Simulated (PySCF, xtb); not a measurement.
B(Cl)(OMe)(NH2) (CH5BClNO), SMILES O(C)B(Cl)N.

GFN2-xTB (xtb) at its own geometry gives an orbital gap of 6.63 eV and a dipole moment of 5.07 D.

The structure is a stationary point at B3LYP-D3(BJ)/def2-SVP. The structure was generated by enumeration, and PubChem lists no compound with its InChIKey, so it may never have been made. The values are those of a single conformer.

**Question.** What does ωB97X/def2-TZVP (PySCF) give? (The exact figures need the calculation; the answer reports its results.)

**Answer.** gap 13.17 eV (levels -10.57 and 2.60 eV), dipole 3.79 D.
